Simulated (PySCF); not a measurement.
Level of theory: B3LYP/[Ce def2-SVP with ECP28, N def2-SVP, F def2-SVP], scalar-relativistic core potentials, density fitting, no spin–orbit coupling, PySCF. Open shells, if any, are unrestricted.

Problem. What shape and geometry does isolated singlet FCeN take (every ligand bound to Ce)?

Solution. Formally Ce is in oxidation state +4, with 0 electrons left for the f, d and s shells; the Mulliken f population is 1.16. The lowest minimum found is a singlet of Cs symmetry with Ce–F 2.086 Å, Ce–N 1.712 Å; F–Ce–N 126.2°. Its harmonic wavenumbers are 98 (a'), 540 (a'), 1023 (a') cm⁻¹ and its dipole moment is 5.45 D.

This need not be the most stable arrangement of these atoms.
